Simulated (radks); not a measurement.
Charge is removed step by step from the 1s down level of the antimony ion Sb35+, starting from 1s(up 1, down 1) 2s2 2p6 3s2 3p4. All-electron calculation, non-relativistic Kohn-Sham, SCAN, spin-polarised, spherical densities, point nucleus; open shells are filled with parallel spins first (spin-orbit coupling, left out, can overturn this in heavy ions); meta-GGA in the generalised Kohn-Sham scheme; relativity is left out, which matters for an element this heavy. Program: a radial shooting solver on a logarithmic mesh with Libxc functionals.

removed (e)  E - E(0) (eV)  eigenvalue (eV)
0                    0.000           -31167
0.1                 3119.9           -31230
0.2                 6246.0           -31292
0.3                 9378.2           -31352
0.4                12516.3           -31410
0.5                15660.1           -31465
0.6                18809.3           -31518
0.7                  21963           -31565
0.8                  25122           -31605
0.9                  28284           -31635

The mean slope of the eigenvalue, de/dn, is 520 eV per electron.
